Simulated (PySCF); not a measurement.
Species: C7H13B.
InChI=1S/C7H13B/c1-2-8-7-5-3-4-6-7/h2,7-8H,1,3-6H2

The closed-shell ground state was solved at several levels (PySCF, density fitting, gas phase, non-relativistic). Isolated species at its PBE0-D3(BJ)/def2-SVP geometry (one conformer only).

```tsv
level	basis functions	total energy (Eh)	HOMO (eV)	LUMO (eV)	gap (eV)	dipole (D)
CAM-B3LYP/pcSseg-1	201	-299.1703	-9.46	-0.53	8.93	0.67
B3LYP/def2-SVPD	264	-299.2015	-7.93	-1.89	6.04	0.68
```

Question: Estimate the row for PBE0/pcSseg-1, a basis of 201 functions; the other rows only guide the guess.

Answer: Total energy -298.9772 Eh, HOMO -8.16 eV, LUMO -1.67 eV, gap 6.49 eV, dipole 0.68 D.

Question: Over all these levels, which gives the widest orbital gap and which the narrowest?

Answer: CAM-B3LYP/pcSseg-1 (range-separated hybrid) has the widest, 8.93 eV, and B3LYP/def2-SVPD (global hybrid, 20 % exact exchange) the narrowest, 6.04 eV. Functional and basis both differ between the two, so the spread mixes both effects.

Question: How far do the dipole and the HOMO energy spread over the levels?

Answer: The dipole runs from 0.67 to 0.68 D (mean 0.68 D) and the HOMO from -9.46 to -7.93 eV.
